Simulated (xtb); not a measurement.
xtb input (GFN2-xTB):

```bash
xtb mol.xyz --gfn 2 --ohess tight --chrg -1 --uhf 0
```
mol.xyz:
```
17

C      2.43809001     0.31944298     0.50117872
C      1.19375278     0.69144845    -0.20855663
C      0.31612553    -0.51937740    -0.42386609
C     -0.94221102    -0.09673275    -1.22814385
C     -2.22119723    -0.05880701    -0.78162404
C     -2.71814018    -0.33289419     0.59908051
H      3.11328296     1.18961181     0.66162509
H      2.18495711    -0.07930220     1.52631483
H      2.98586041    -0.42329288    -0.05993683
H      0.63165315     1.46983400     0.39038742
H      1.45910419     1.19375552    -1.13785146
H      0.00767073    -0.96869795     0.53872089
H      0.80394338    -1.25051423    -1.01529004
H     -0.78795043     0.10890080    -2.29754934
H     -1.93494409    -0.48510246     1.30342345
H     -3.28003684     0.50995041     0.97303280
H     -3.33530187    -1.19189044     0.59617296
```

End of the output:

```
   ------------------------------------------------------------------------
    298.15    0.924959E-02    0.155566E+00    0.419863E-01    0.113580E+00
   ------------------------------------------------------------------------

         :::::::::::::::::::::::::::::::::::::::::::::::::::::
         ::                  THERMODYNAMIC                  ::
         :::::::::::::::::::::::::::::::::::::::::::::::::::::
         :: total free energy         -18.403617707724 Eh   ::
         ::.................................................::
         :: total energy              -18.517197721440 Eh   ::
         :: zero point energy           0.146316696908 Eh   ::
         :: G(RRHO) w/o ZPVE           -0.032736683192 Eh   ::
         :: G(RRHO) contrib.            0.113580013716 Eh   ::
         :::::::::::::::::::::::::::::::::::::::::::::::::::::

optimized geometry written to: xtbopt.xyz

           -------------------------------------------------
          | TOTAL ENERGY              -18.517197721440 Eh   |
          | TOTAL ENTHALPY            -18.361631432660 Eh   |
          | TOTAL FREE ENERGY         -18.403617707724 Eh   |
          | GRADIENT NORM               0.000274236513 Eh/α |
          | HOMO-LUMO GAP               3.909873655685 eV   |
           -------------------------------------------------

------------------------------------------------------------------------
------------------------------------------------------------------------
 total:
 SCF:
 ANC optimizer:
 analytical hessian:
```

It need not be the lowest isomer of its formula. Whether it binds its extra electron was not tested at this geometry.
